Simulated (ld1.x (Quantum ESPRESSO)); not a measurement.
# osmium (Os), PAW: configuration errors across variants

```
Element                 : osmium
Generator               : ld1.x (Quantum ESPRESSO) 7.5
Type                    : PAW
Functional              : LDA (PZ)
Relativity              : fully relativistic
Frozen core             : [Kr] 4d10 4f14 5s2
Valence charge          : 14
Reference configuration : 5p6 5d6 6s2 6p0
Partial waves           : 6s (bound): rcut 2.15, rcutus 2.25 bohr; 6s channel at -0.05 Ry: rcut 2.15, rcutus 2.25 bohr; 5p (bound): rcut 1.55, rcutus 1.95 bohr; 6p (bound, empty): rcut 1.55, rcutus 1.95 bohr; 5d (bound): rcut 1.90, rcutus 2.10 bohr; 5d channel at 1.65 Ry: rcut 1.90, rcutus 2.10 bohr
Local potential         : all-electron potential smoothed inside 1.55 bohr (lloc = -1)
Core correction         : Bessel-smoothed model core inside 1.55 bohr
Augmentation charge     : BESSEL, radius 1.60 bohr
```

Open shells are filled in proportion to 2j + 1 (rel_dist='average').

All-electron excitation energies from the reference (eV): (1) 5p6 5d6 6s1 6p0 9.869; (2) 5p6 5d6 6s0 6p0 27.154; (3) 5p6 5d5 6s0 6p0 56.303; (4) 5p6 5d5 6s2 6p0 11.313; (5) 5p6 5d7 6s1 6p0 0.346.

Errors AE − PS in meV (a dash: test not solved or not reliable):

```csv
change,(1),(2),(3),(4),(5),bound ghosts
base,+0.8,+6.1,+16,-3.3,-2.5,not determined
"wave 5d channel at 1.65 Ry: rcut 1.90, rcutus 2.10 bohr becomes 5d channel at -0.36 Ry: rcut 1.90, rcutus 2.10 bohr",-0.1,+1.2,+7.3,-4.1,-4.0,not determined
"wave 5d channel at 1.65 Ry: rcut 1.90, rcutus 2.10 bohr becomes 5d channel at -0.12 Ry: rcut 1.90, rcutus 2.10 bohr",-0.1,+0.9,+5.7,-4.1,-3.9,not determined
"wave 5d channel at 1.65 Ry: rcut 1.90, rcutus 2.10 bohr becomes 5d channel at 0.09 Ry: rcut 1.90, rcutus 2.10 bohr",-0.1,+1.0,+4.8,-3.9,-3.6,not determined
"wave 5d channel at 1.65 Ry: rcut 1.90, rcutus 2.10 bohr becomes 5d channel at 0.34 Ry: rcut 1.90, rcutus 2.10 bohr",+0.7,+5.6,+6.4,-3.1,-1.7,not determined
"wave 5d channel at 1.65 Ry: rcut 1.90, rcutus 2.10 bohr becomes 5d channel at 1.08 Ry: rcut 1.90, rcutus 2.10 bohr",+2.0,+14,+19,-3.8,-0.6,not determined
"wave 5d channel at 1.65 Ry: rcut 1.90, rcutus 2.10 bohr becomes 5d channel at 1.9 Ry: rcut 1.90, rcutus 2.10 bohr",+0.7,+5.7,+18,-2.7,-2.4,not determined
"wave 5d channel at 1.65 Ry: rcut 1.90, rcutus 2.10 bohr becomes 5d channel at 3.46 Ry: rcut 1.90, rcutus 2.10 bohr",+0.1,+2.4,+15,-0.6,-1.0,not determined
"wave 5d channel at 1.65 Ry: rcut 1.90, rcutus 2.10 bohr becomes 5d channel at 6.29 Ry: rcut 1.90, rcutus 2.10 bohr",+0.1,+1.3,+10,-0.3,-0.6,not determined
```

Task: Give the same row for: wave 5d channel at 1.65 Ry: rcut 1.90, rcutus 2.10 bohr becomes 5d channel at -0.28 Ry: rcut 1.90, rcutus 2.10 bohr.

Result: -0.1, +1.0, +6.7, -4.1, -4.0; bound ghosts: not determined.
